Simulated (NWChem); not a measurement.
All runs are NWChem calculations. System: 2,3,3,3-tetrafluoropropene (C$_{3}$H$_{2}$F$_{4}$), charge 0, spin multiplicity 1, at a geometry optimised with PBE0/def2-SVP. Level: MP2/def2-SVP, 7 core orbitals frozen.

Output (cleaned and shortened):

```
             Northwest Computational Chemistry Package (NWChem) 7.3.0
             --------------------------------------------------------

                                NWChem Input Module
                                -------------------

 Scaling coordinates for geometry "geometry" by  1.889725989
 (inverse scale =  0.529177249)

                             Geometry "geometry" -> ""
                             -------------------------

 Output coordinates in angstroms (scale by  1.889725989 to convert to a.u.)

  No.       Tag          Charge          X              Y              Z
 ---- ---------------- ---------- -------------- -------------- --------------
    1 C                    6.0000     1.89776700    -0.54596600    -0.42738300
    2 C                    6.0000     0.90091500     0.12960800     0.12473900
    3 F                    9.0000     1.08346500     1.13144400     0.97454500
    4 C                    6.0000    -0.56571400    -0.12205100    -0.11324100
    5 F                    9.0000    -1.18185500    -0.43583000     1.02575000
    6 F                    9.0000    -1.15775100     0.96625200    -0.60322700
    7 F                    9.0000    -0.74561100    -1.11960800    -0.97413900
    8 H                    1.0000     1.68613100    -1.35981300    -1.11915800
    9 H                    1.0000     2.93183100    -0.29005800    -0.19189600

 Effective nuclear repulsion energy (a.u.)     334.2611025114

            Nuclear Dipole moment (a.u.)
            ----------------------------
        X                 Y               Z
 ---------------- ---------------- ----------------
     0.0000037795    -0.0000056692    -0.0000056692


 Summary of "ao basis" -> "" (spherical)
 ------------------------------------------------------------------------------
       Tag                 Description            Shells   Functions and Types
 ---------------- ------------------------------  ------  ---------------------
 *                          def2-svp                  on all atoms

 Summary of "ao basis" -> "ao basis" (spherical)
 ------------------------------------------------------------------------------
       Tag                 Description            Shells   Functions and Types
 ---------------- ------------------------------  ------  ---------------------
 C                          def2-svp                 6       14   3s2p1d
 F                          def2-svp                 6       14   3s2p1d
 H                          def2-svp                 3        5   2s1p

                                 NWChem SCF Module
                                 -----------------

  ao basis        = "ao basis"
  functions       =   108
  atoms           =     9
  closed shells   =    28
  open shells     =     0
  charge          =   0.00
  wavefunction    = RHF
  use symmetry    = F
  symmetry adapt  = F

 Summary of "ao basis" -> "ao basis" (spherical)
 ------------------------------------------------------------------------------
       Tag                 Description            Shells   Functions and Types
 ---------------- ------------------------------  ------  ---------------------
 C                          def2-svp                 6       14   3s2p1d
 F                          def2-svp                 6       14   3s2p1d
 H                          def2-svp                 3        5   2s1p

 Forming initial guess at       0.0s

      Superposition of Atomic Density Guess
      -------------------------------------

 Sum of atomic energies:        -511.04303507

      Non-variational initial energy
      ------------------------------

 Total energy =    -513.703010
 1-e energy   =   -1374.392026
 2-e energy   =     526.427914
 HOMO         =      -0.306160
 LUMO         =       0.036808

 Starting SCF solution at       0.8s

 ----------------------------------------------
         Quadratically convergent ROHF

 Convergence threshold     :          1.000E-07
 Maximum no. of iterations :          100
 Final Fock-matrix accuracy:          1.000E-09
 ----------------------------------------------

              iter       energy          gnorm     gmax       time
             ----- ------------------- --------- --------- --------
[...]
     4     -0.262840  1 C  px                32      0.252183  3 F  px
    60     -0.222104  5 F  px                74     -0.221452  6 F  px
   104     -0.211763  9 H  s                 35     -0.197063  3 F  px
    63      0.169602  5 F  px                77      0.169132  6 F  px

 Vector   28  Occ=2.000000D+00  E=-4.199760D-01
              MO Center=  1.4D+00, -1.4D-01, -9.3D-02, r^2= 1.7D+00
   Bfn.  Coefficient  Atom+Function         Bfn.  Coefficient  Atom+Function
  ----- ------------  ---------------      ----- ------------  ---------------
    20      0.304035  2 C  pz                 6      0.296969  1 C  pz
    19     -0.256804  2 C  py                 5     -0.250834  1 C  py
     9      0.227798  1 C  pz                 8     -0.192303  1 C  py
    23      0.189497  2 C  pz                34      0.171393  3 F  pz
    22     -0.159673  2 C  py                37     -0.155041  3 F  pz

 Vector   29  Occ=0.000000D+00  E= 1.275198D-01
              MO Center=  1.3D+00, -2.3D-01, -1.7D-01, r^2= 2.4D+00
   Bfn.  Coefficient  Atom+Function         Bfn.  Coefficient  Atom+Function
  ----- ------------  ---------------      ----- ------------  ---------------
     9      0.539420  1 C  pz                23     -0.473666  2 C  pz
     8     -0.456679  1 C  py                22      0.398495  2 C  py
    20     -0.318477  2 C  pz                19      0.269110  2 C  py
     6      0.266565  1 C  pz                 5     -0.225395  1 C  py

 Vector   30  Occ=0.000000D+00  E= 2.032377D-01
              MO Center=  2.8D+00, -6.5D-01, -5.0D-01, r^2= 3.9D+00
   Bfn.  Coefficient  Atom+Function         Bfn.  Coefficient  Atom+Function
  ----- ------------  ---------------      ----- ------------  ---------------
     3      2.402252  1 C  s                105     -1.951612  9 H  s
   100     -1.270333  8 H  s                  7      0.628642  1 C  px
    17     -0.362046  2 C  s                  2      0.176625  1 C  s
     4      0.156777  1 C  px

 Vector   31  Occ=0.000000D+00  E= 2.212218D-01
              MO Center=  1.9D+00, -1.1D+00, -8.6D-01, r^2= 4.2D+00
   Bfn.  Coefficient  Atom+Function         Bfn.  Coefficient  Atom+Function
  ----- ------------  ---------------      ----- ------------  ---------------
   100      2.004052  8 H  s                105     -1.351081  9 H  s
     8      0.840646  1 C  py                 7      0.803657  1 C  px
     9      0.725312  1 C  pz                 3     -0.406877  1 C  s
    17      0.404491  2 C  s                 21     -0.251374  2 C  px
    49     -0.193157  4 C  px                45     -0.192099  4 C  s

 center of mass
 --------------
 x =  -0.10907097 y =   0.03610650 z =   0.02855975

 moments of inertia (a.u.)
 ------------------
         507.544267281857         -51.553516199558         -50.391151178339
         -51.553516199558         784.181005485758         -95.772700730346
         -50.391151178339         -95.772700730346         814.770778549604

  Mulliken analysis of the total density
  --------------------------------------

    Atom       Charge   Shell Charges
 -----------   ------   -------------------------------------------------------
    1 C    6     6.09   1.99  0.86  0.26  2.01  0.94  0.03
    2 C    6     5.88   1.99  0.90  0.24  1.96  0.70  0.10
    3 F    9     9.31   1.99  1.13  0.81  3.34  2.04  0.01
    4 C    6     5.05   1.99  0.91 -0.08  1.78  0.25  0.20
    5 F    9     9.29   1.99  1.13  0.80  3.34  2.02  0.01
    6 F    9     9.29   1.99  1.13  0.80  3.34  2.02  0.01
    7 F    9     9.29   1.99  1.13  0.80  3.34  2.02  0.01
    8 H    1     0.90   0.74  0.14  0.03
    9 H    1     0.90   0.73  0.14  0.03

       Multipole analysis of the density wrt the origin
       ------------------------------------------------

     L   x y z        total         open         nuclear
     -   - - -        -----         ----         -------
     0   0 0 0      0.000000      0.000000     56.000000

     1   1 0 0      0.814442      0.000000      0.000004
     1   0 1 0     -0.426651      0.000000     -0.000006
     1   0 0 1     -0.346541      0.000000     -0.000006

     2   2 0 0    -25.784186      0.000000    285.831117
     2   1 1 0     -1.409558      0.000000     17.386352
     2   1 0 1     -1.126831      0.000000     18.417304
     2   0 2 0    -28.985708      0.000000    131.512911
     2   0 1 1      0.119114      0.000000     48.665861
     2   0 0 2    -29.074008      0.000000    115.660173

                   NWChem MP2 Semi-direct Energy/Gradient Module
                   ---------------------------------------------

  Basis functions       =    108
  Molecular orbitals    =    108
  Frozen core           =      7
  Frozen virtuals       =      0
  Active alpha occupied =     21
  Active beta occupied  =     21
  Active alpha virtual  =     80
  Active beta virtual   =     80
  Use MO symmetry       = F
  Use skeleton AO sym   = F

  AO/Fock/Back tols     =   1.0D-09  1.0D-09  1.0D-09

 GA uses MA = F    GA memory limited = T

 Available:
  local mem=  1.26D+08
 global mem=  1.44D+08
 local disk=  0.00D+00
  mp2_memr nvloc                    80
  nvloc new                    80
   1 passes of  21:        3145728                      66634                  32047203.
   1 passes of  21: M    126140675           G      144155872           F     122994947.

 Semi-direct pass number   1 of   1  for RHF alpha+beta  at        3.2s
  vrange nnbf                  5607
  mp2_eaftype                   122  avail_ma_in_mb                  1099
 EAF : mp2_eaftype filesize         122   16023602.
  mp2_eaf for mointskh                    122
Node 0 wrote     75.4 Mb in      0.0 s     Agg I/O rate:  2012.3 Mb/s
 Done moints_semi at        5.3s
  mp2_eaftype                   122  avail_ma_in_mb                   977
 EAF : mp2_eaftype filesize         122   16023602.
  mp2_eaf for kh                   122
 Done maket at        5.6s
 Done multipass loop at        5.6s

          -------------------------------------------
          SCF energy                -512.094011066323
          Correlation energy          -1.117332703175
          Singlet pairs               -0.663626359522
          Triplet pairs               -0.453706343653
          Total MP2 energy          -513.211343769499
          -------------------------------------------

          ---------------------------------------------------
                    Spin Component Scaled (SCS) MP2
          Same spin pairs                     -0.302470895769
          Same spin scaling factor             0.333333333333
          Opposite spin pairs                 -0.814861807406
          Opposite spin scaling fact.          1.200000000000
          SCS-MP2 correlation energy          -1.078657800811
          Total SCS-MP2 energy              -513.172668867134
          ---------------------------------------------------

 -----------------------
 Performance information
 -----------------------

 Timer overhead =  9.61D-08 seconds/call

               Nr. of calls         CPU time (s)                 Wall time (s)                GFlops
             ---------------    -------------------     ------------------------------   -------------------
Name         Min   Avg   Max    Min     Avg     Max     Min     Avg     Max   Mx/calls   Min     Max     Sum
mp2: moin     1     1     1    2.2     2.2     2.2      2.2     2.2     2.2     2.2      0.0     0.0     0.0
mp2: make     1     1     1   0.25    0.25    0.25     0.25    0.25    0.25    0.25      0.0     0.0     0.0
mp2: tota     1     1     1    2.4     2.4     2.4      2.4     2.4     2.4     2.4      0.0     0.0     0.0

 The average no. of pstat calls per process was 3.00D+00
 with a timing overhead of 2.88D-07s

 Task  times  cpu:        5.6s     wall:        5.6s

 Total times  cpu:        5.6s     wall:        5.6s
```

Q: Write an NWChem input that would produce this output.

A: One answer among several that fit: 
```
start mol
memory heap 200 mb stack 900 mb global 1100 mb
geometry units angstroms nocenter noautoz noautosym
  C      1.897767    -0.545966    -0.427383
  C      0.900915     0.129608     0.124739
  F      1.083465     1.131444     0.974545
  C     -0.565714    -0.122051    -0.113241
  F     -1.181855    -0.435830     1.025750
  F     -1.157751     0.966252    -0.603227
  F     -0.745611    -1.119608    -0.974139
  H      1.686131    -1.359813    -1.119158
  H      2.931831    -0.290058    -0.191896
end
basis spherical
  * library def2-svp
end
scf
  rhf
  nopen 0
  maxiter 100
  thresh 1e-7
  semidirect memsize 60000000 filesize 0
end
mp2
  freeze core 7
end
task mp2 energy
```
